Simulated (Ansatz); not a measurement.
Input file for Ansatz (an electronic-structure program): U-SVWN5/def2-TZVPP on F4Re (SMILES [F][Re]([F])([F])[F]), 2S+1 = 4, a spin state set in the input, which need not be the lowest. Elements past Kr take the def2 small-core potentials; no spin–orbit coupling.

Ansatz 0.2 input:
```yaml
crystal:
  periodic: [false, false, false]
  atoms:
    - {symbol: Re, position_ang: [-0.01069882, 0.00586185, -0.01151212]}
    - {symbol: F, position_ang: [0.94424413, -0.63966529, -1.47816587]}
    - {symbol: F, position_ang: [-0.96536939, 0.65168002, 1.45519993]}
    - {symbol: F, position_ang: [0.07095410, 1.73071508, -0.71718096]}
    - {symbol: F, position_ang: [-0.09290117, -1.71884510, 0.69444480]}
basis:
  gaussian:
    orbitals: def2-TZVPP
hamiltonian:
  xc: {name: SVWN5}
magnetization: {spin_polarized: true, initial_magnetization: 3}
```

The head of its log:

```
WARN ansatz: RAYON_NUM_THREADS=4 ignored (pool sized by the plan → 4); use --threads N
Functional definition: SVWN5
integrals: 0.08 GiB planned
964 factors; their error is unknown
mean field: 0.78 GiB planned
mean field evaluation 1: about -12927.3569 eV, gradient 5.0e1 eV
mean field evaluation 2: about -12801.4451 eV, gradient 2.0e2 eV
```

Task: Give the final energy of this run.

Result: -475.3391 hartree.
